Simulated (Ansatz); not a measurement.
Al2B3, 5 atoms. Hardware: 4 threads of Arm Neoverse V1 on a shared host.

Correlated methods freeze 13 core orbitals.

Problem. How many basis functions does each of these Ansatz runs have, and roughly what does it cost? PBE-D4/def2-TZVP, charge 1 singlet at the geometry of the charge 0 doublet, energy, from earlier orbitals; HF/STO-3G, charge 0 doublet, energy; PBE-D4/def2-TZVPD, charge 0 doublet, energy, from earlier orbitals; PBE-D4/def2-SVP, charge 0 doublet, energy, from earlier orbitals; LC-ωPBE/def2-TZVP, charge 0 doublet, energy and forces, from earlier orbitals; PBE-D4/def2-TZVPD, charge -1 singlet at the geometry of the charge 0 doublet, energy, from earlier orbitals; B3LYP-D4/6-31G, charge 0 doublet, energy; PBE-D4/def2-TZVP, charge 0 quartet, energy, from earlier orbitals; r2SCAN-D4/def2-TZVPD, charge -1 triplet at the geometry of the charge 0 doublet, energy, from earlier orbitals; MP2/def2-TZVP, charge 0 quartet, energy, from earlier orbitals; PBE0-D4/def2-SVP, charge 0 doublet, energy with a search over starts; r2SCAN-D4/def2-TZVP, charge 1 singlet at the geometry of the charge 0 doublet, energy, from earlier orbitals.

Solution. Other jobs shared the machine, so times can vary by a factor of up to 3. A dash marks memory too small to be measured apart from the calling script's.

| run | functions | fitting or Cholesky vectors | wall time | peak host memory (GiB) |
| --- | --- | --- | --- | --- |
| HF/STO-3G, charge 0 doublet, energy | 33 | 387 | 0.15 s | – |
| PBE-D4/def2-SVP, charge 0 doublet, energy, from earlier orbitals | 78 | 848 | 1.1 s | – |
| B3LYP-D4/6-31G, charge 0 doublet, energy | 53 | 654 | 1.2 s | – |
| PBE-D4/def2-TZVP, charge 1 singlet at the geometry of the charge 0 doublet, energy, from earlier orbitals | 167 | 1025 | 1.2 s | – |
| PBE-D4/def2-TZVPD, charge -1 singlet at the geometry of the charge 0 doublet, energy, from earlier orbitals | 197 | 1023 | 2.1 s | – |
| MP2/def2-TZVP, charge 0 quartet, energy, from earlier orbitals | 167 | 1045 | 2.2 s | – |
| PBE-D4/def2-TZVP, charge 0 quartet, energy, from earlier orbitals | 167 | 1025 | 2.6 s | – |
| r2SCAN-D4/def2-TZVP, charge 1 singlet at the geometry of the charge 0 doublet, energy, from earlier orbitals | 167 | 1025 | 2.7 s | – |
| PBE0-D4/def2-SVP, charge 0 doublet, energy with a search over starts | 78 | 748 | 3 s | – |
| PBE-D4/def2-TZVPD, charge 0 doublet, energy, from earlier orbitals | 197 | 1023 | 3.8 s | – |
| LC-ωPBE/def2-TZVP, charge 0 doublet, energy and forces, from earlier orbitals | 167 | 1025 | 7.5 s | – |
| r2SCAN-D4/def2-TZVPD, charge -1 triplet at the geometry of the charge 0 doublet, energy, from earlier orbitals | 197 | 1023 | 17 s | 0.57 |
